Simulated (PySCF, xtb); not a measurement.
**Relative energy of two isomers of CH4FGe−**

Structure X is `[CH2-][GeH2][F]`, a singlet and structure Y is `[CH3][GeH-][F]`, a singlet. Both are isolated ions in the gas phase, relaxed with PBE0-D4/def2-SVPD; each stands in its lowest conformer found.

Quicker runs give these differences E(Y) − E(X): GFN2-xTB −41.9 kcal/mol; HF/STO-3G −26.1 kcal/mol (at GFN2-xTB geometries); r2SCAN-D4/def2-SVPD −19.5 kcal/mol (at GFN2-xTB geometries).

Question: Estimate E(Y) − E(X) at the level CCSD(T)/def2-SVPD + ΔMP2/def2-TZVPPD.

Answer: Calculated at CCSD(T)/def2-SVPD + ΔMP2/def2-TZVPPD: E(Y) − E(X) = −23.1 kcal/mol, so structure Y lies lower.

How the difference moves with the method:

```tsv
level	geometry	E(Y) − E(X) (kcal/mol)	departure from the last row (kcal/mol)	job, with rough time for the two
GFN2-xTB	GFN2-xTB	−41.9	−18.9	optimisation, 0.19 s
HF/STO-3G	GFN2-xTB	−26.1	−3.0	single point, 1.6 s
r2SCAN-D4/def2-SVPD	GFN2-xTB	−19.5	+3.5	single point, 52 s
PBE0-D4/def2-SVPD	PBE0-D4/def2-SVPD	−25.6	−2.6	optimisation, 3.4 min
HF/def2-SVPD	PBE0-D4/def2-SVPD	−27.0	−3.9	part of the CCSD(T) run
MP2/def2-SVPD	PBE0-D4/def2-SVPD	−21.7	+1.3	part of the CCSD(T) run
CCSD(T)/def2-SVPD	PBE0-D4/def2-SVPD	−23.9	−0.8	single point
CCSD(T)/def2-SVPD + ΔMP2/def2-TZVPPD	PBE0-D4/def2-SVPD	−23.1		single point, 3.4 min
```

As drawn, Y has 1 C–H in place of 1 Ge–H.

None of the levels shown reverses the order. The largest departure from CCSD(T)/def2-SVPD + ΔMP2/def2-TZVPPD is that of GFN2-xTB, 18.9 kcal/mol. The last row adds to CCSD(T) the change of the MP2 difference between the two basis sets, here +0.8 kcal/mol.

With thermal terms from frequencies at re-optimised GFN2-xTB minima (ideal gas, soft modes damped towards free rotors, one conformer each, 298.15 K, 1 atm): the zero-point term adds +2.5 kcal/mol; ΔH is −20.3 and ΔG −20.9 kcal/mol.

The correlated steps freeze 11 core orbitals; the filled d shell of Ge is correlated, in a basis made for valence electrons. Programs: PySCF 2.14.0, xtb 6.7.1; the last row on 2 threads of Arm Neoverse V1 on a shared host.
